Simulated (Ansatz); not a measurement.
C2HBFN at its PBE0-D4/def2-TZVP geometry, where that method's forces vanish. The species carries charge 0 and has multiplicity 1. The bonds changed during the relaxation, so this is another structure than the one it started from.

```xyz
6

F     2.1777   -0.0579    1.1538
B     1.1507   -0.0939    0.4095
C     0.0438   -0.1456   -0.4337
C    -1.2442    0.2380   -0.0111
N    -2.2994    0.5527    0.3363
H     0.1714   -0.4933   -1.4549
```

Task: What forces (eV/Å) does r2SCAN-D4/def2-TZVPP give on these atoms in the Gaussian-basis code of Ansatz? (Best estimate.)

Result: Computed: 
```
F1   0.148  0.007  0.114
B2  -0.062 -0.008 -0.063
C3  -0.133  0.018 -0.025
C4   0.639 -0.192 -0.216
N5  -0.588  0.174  0.191
H6  -0.004  0.000 -0.002
```
